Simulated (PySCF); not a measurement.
**Simulated absorption spectrum**

Benzyl cyanide, C8H7N.
Atom-mapped SMILES: `[N:1]#[C:2][CH2:3][c:4]1[cH:5][cH:6][cH:7][cH:8][cH:9]1` (hydrogens: H10, H11 on C3; H12 on C5; H13 on C6; H14 on C7; H15 on C8; H16 on C9)

Method: PySCF, TDDFT PBE0/def2-SVPD, vertical, gas phase, core orbitals frozen in the response. Geometry: PBE0-D3(BJ)/def2-SVP, one conformer, isolated molecule. Torsions of this conformer, `[N:1]#[C:2][CH2:3][c:4]1[cH:5][cH:6][cH:7][cH:8][cH:9]1`: C2–C3–C4–C5 -90°.

Each state is given a Gaussian of 0.25 eV full width at half maximum, with ε(max) = 2.175×10⁸ f / Δν̃ (Δν̃ the width in cm⁻¹). The width is an assumption, not a result. The curve ends short of the highest state used, and states not computed would add to its high-energy end.

E (eV), ε (L mol⁻¹ cm⁻¹) and a bar:
```
     5.03          0 
     5.08          0 
     5.14          0 
     5.20          0 
     5.25          0 
     5.31          0 
     5.37          0 
     5.42          0 
     5.48          0 
     5.54          0 
     5.59          0 
     5.65          2 
     5.71         11 
     5.76         44 
     5.82        174 
     5.88        500 
     5.93        946 
     5.99       1517 #
     6.05       1768 #
     6.10       1573 #
     6.16       1020 
     6.22        481 
     6.28        165 
     6.33         57 
     6.39         51 
     6.45        314 
     6.50       1325 #
     6.56       5602 ##
     6.62      17223 #######
     6.67      34439 ##############
     6.73      59196 ########################
     6.79      74681 ##############################
     6.84      72917 #############################
     6.90      58830 ########################
     6.96      46931 ###################
     7.01      43920 ##################
```

**Question.** Where are the band maxima, and which computed states make them?

**Answer.** 205 nm (6.05 eV), ε about 1800, made up of S2 (100%); 182 nm (6.81 eV), ε about 76000, made up of S3 (39%) and S4 (58%) (ε in L mol⁻¹ cm⁻¹; maxima over ε = 5, shares over 10%). The states used: S1 5.40 eV (f 0.0000); S2 6.05 eV (f 0.016); S3 6.80 eV (f 0.276); S4 6.81 eV (f 0.410); S5 7.06 eV (f 0.297); S6 7.11 eV (f 0.072); S7 7.32 eV (f 0.020); S8 7.39 eV (f 0.0068); S9 7.44 eV (f 0.0032); S10 7.61 eV (f 0.032).

**Question.** Coming from long wavelengths, where does ε first pass 100 L mol⁻¹ cm⁻¹?

**Answer.** At about 214 nm (5.79 eV), 0.39 eV above S1.

**Question.** On this curve, what absorbance would a 10⁻⁵ mol/L sample give at 193 nm over a 1 cm path?

**Answer.** 193 nm is 6.424 eV, where ε is about 140 L mol⁻¹ cm⁻¹, so A = ε c l ≈ 0.0014 (Beer–Lambert, with the gas-phase spectrum and the assumed width).

**Question.** What would ε be at 6.81 eV, the highest of these maxima, with half the width (0.125 eV)?

**Answer.** About 145000 L mol⁻¹ cm⁻¹ against 75600, a factor of about 1.9; a lone state at its own centre would give exactly 2.

All these states lie below the vertical ionisation energy of 9.46 eV (ΔSCF).

Hardware: an Arm Neoverse V2 with one thread, no GPU (shared host). Cost: 1.9 min.
